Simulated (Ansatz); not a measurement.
`[OH][GeH]([Cl])[GeH3]` + `CC=S` → `[CH3][GeH]([OH])[Cl]` + `S=[CH][GeH3]` at 500 K and 1 bar (formal exchange of groups at a Ge–Ge bond).

Gas-phase electronic energies from Ansatz, PBE0-D4/def2-TZVP geometries. CCSD(T)/CBS is the MP2 limit (def2-TZVPP, def2-QZVPP) plus CCSD(T) − MP2 in def2-TZVPP, frozen cores. For Ge outer-core shells are correlated without core-valence functions, which leaves a few kJ/mol of doubt a bond. Scalar relativity is left out up to krypton. Each species was taken in one conformer, which may not be the lowest.

```tsv
species	CCSD(T)/CBS energy (Eh)	H − E (kJ/mol)	S (J/(mol·K))
`[OH][GeH]([Cl])[GeH3]`	-4690.25241	172.6	448.7
`CC=S`	-476.26007	167.9	307.9
`[CH3][GeH]([OH])[Cl]`	-2652.20691	201.0	404.9
`S=[CH][GeH3]`	-2514.29743	136.4	356.5
```

H − E and S are ideal-gas, rigid-rotor, harmonic terms from PBE0-D4/def2-TZVP, for one conformer and one mirror image of each species. 1 Eh = 2625.50 kJ/mol, R = 8.31446 J/(mol·K).

Question: By hand: ΔE, ΔH, ΔS and ΔG.

Answer: ΔE = (-2652.20691) + (-2514.29743) − (-4690.25241) − (-476.26007) = 0.00814 Eh = 21.4 kJ/mol. Δ(H − E) = 201.0 + 136.4 − 172.6 − 167.9 = -3.1, so ΔH = 18.3 kJ/mol. ΔS = 404.9 + 356.5 − 448.7 − 307.9 = 4.8 J/(mol·K). ΔG = 18.3 − 500 × (4.8)/1000 = 15.9 kJ/mol.

Question: By hand: the equilibrium constant, and the temperature at which ΔG would vanish if ΔH and ΔS stayed fixed.

Answer: log₁₀ K = −ΔG/(RT ln 10) = -1.7. ΔG = 0 at ΔH/ΔS = 3812 K, far beyond where these terms or the molecules hold.

The number of gas molecules stays the same, so ΔS is small and ΔH decides. A doubt of 5 kJ/mol in ΔE shifts log₁₀ K by 0.5 here. Other conformers and mirror images would add mixing entropy, several J/(mol·K) or more a flexible species. These are equilibria of isolated gas molecules and say nothing of rates. Largest T1 diagnostic: 0.016 (customary marks: 0.02 for closed shells, 0.045 for open ones).
